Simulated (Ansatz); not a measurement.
Cost and result for the atomization energy of C$_{4}$H$_{10}$F$_{2}$GeO$_{2}$, SMILES `CC[O][Ge]([F])([F])[O]CC` (19 atoms, 18 bonds).

```xyz
19

C    -0.392    1.437    2.843
C     0.515    0.805    1.819
O     0.368    1.520    0.591
Ge    1.174    0.952   -0.840
F     2.867    0.895   -0.615
F     0.848    2.118   -2.047
O     0.717   -0.640   -1.366
C    -0.639   -0.906   -1.729
C    -0.772   -2.380   -2.010
H    -0.129    2.486    2.990
H    -1.433    1.384    2.520
H    -0.298    0.918    3.800
H     1.559    0.849    2.150
H     0.255   -0.251    1.676
H    -1.314   -0.608   -0.917
H    -0.906   -0.320   -2.616
H    -0.517   -2.965   -1.125
H    -1.798   -2.617   -2.300
H    -0.105   -2.675   -2.822
```

Charge 0, multiplicity 1. Correlated methods include outer-core shells of Ge, which these sets cover unevenly. Scalar relativity is left out up to krypton. Geometry: relaxed with PBE0-D4/def2-TZVP. It is one conformer, not always the lowest. Program: Ansatz. All runs use 4 threads of an AMD EPYC 7R13 on a shared host and a share of an NVIDIA H100 80 GB. Times are those of one run each, without the atoms' runs, and a repeat can differ threefold. Electronic energies, without spin–orbit coupling; frozen cores. CCSD(T)/CBS adds CCSD(T) − MP2 in def2-TZVPP to the MP2 limit, and its time is that of the two runs behind it. T1 = 0.012. With those shells the extrapolation isn't a true limit. B3LYP takes the VWN-RPA correlation (the form of Gaussian; ORCA's B3LYP/G). HSE06 is the plane-wave form, built on full-range PBE exchange.

CCSD(T)/CBS is a level of theory with its own doubt, some kJ/mol a heavy atom from the limit and from the frozen cores, so smaller differences don't rank the functionals.

| level | functions | wall time |
| --- | --- | --- |
| LDA (SPW92)/def2-TZVPP | 436 | 2.8 s |
| CCSD(T)/def2-SVP | 194 | 3.2 s |
| PBE-QIDH/def2-TZVPP | 436 | 3.7 s |
| PBE-D4/def2-TZVPP (with forces) | 436 | 3.9 s |
| r2SCAN-D4/def2-TZVPP (with forces) | 436 | 4.4 s |
| HSE06-D4/def2-TZVPP | 436 | 4.6 s |
| B2PLYP/def2-TZVPP | 436 | 4.6 s |
| CAM-B3LYP-D4/def2-TZVPP | 436 | 4.8 s |
| B3LYP-D4/def2-TZVPP (with forces) | 436 | 5 s |
| ωB97M-V/def2-TZVPP (with forces) | 436 | 8.5 s |
| MP2/def2-QZVPP | 845 | 9.5 s |
| CCSD(T)/def2-TZVPP | 436 | 72 s |
| CCSD(T)/CBS(def2) | – | 81 s |

**Question.** What atomization energy does each give, and how far from CCSD(T)/CBS? (An estimate is asked.)

**Answer.** Ansatz gave: 
```csv
level,atomization (kcal/mol),difference from CCSD(T)/CBS,per bond
LDA (SPW92)/def2-TZVPP,2065.0,268.6,14.9
CCSD(T)/def2-SVP,1705.4,-91.0,-5.1
PBE-QIDH/def2-TZVPP,1782.5,-13.9,-0.8
PBE-D4/def2-TZVPP (with forces),1827.3,30.9,1.7
r2SCAN-D4/def2-TZVPP (with forces),1797.2,0.8,0.0
HSE06-D4/def2-TZVPP,1791.4,-5.0,-0.3
B2PLYP/def2-TZVPP,1773.6,-22.8,-1.3
CAM-B3LYP-D4/def2-TZVPP,1799.4,3.0,0.2
B3LYP-D4/def2-TZVPP (with forces),1784.1,-12.3,-0.7
ωB97M-V/def2-TZVPP (with forces),1792.4,-4.0,-0.2
MP2/def2-QZVPP,1818.8,22.4,1.2
CCSD(T)/def2-TZVPP,1755.4,-41.0,-2.3
CCSD(T)/CBS(def2),1796.4,0.0,0.0
```

From r2SCAN to r2SCAN0 (25 % exact exchange), in def2-TZVPP and without D4, the atomization energy moves by −33.2 kcal/mol: exact exchange takes away binding that semilocal exchange gives to molecules. Leaving LDA and LC-ωPBE aside and taking each functional with its dispersion term where it has one, the values, not all of them listed here, spread over 99.1 kcal/mol, from BHLYP-D4 to PBE-D4. LDA lies +247.4 kcal/mol from PBE without D4, its usual overbinding. The D4 term adds +15.3 kcal/mol with B3LYP and +8.3 kcal/mol with PBE0; it sums over pairs of atoms, weighted by their polarisabilities, and B3LYP, whose exchange is more repulsive, gets the larger term.

For some Ge, Se and Sn compounds the MP2-based and the directly extrapolated limit differ by 10 to 25 kJ/mol.
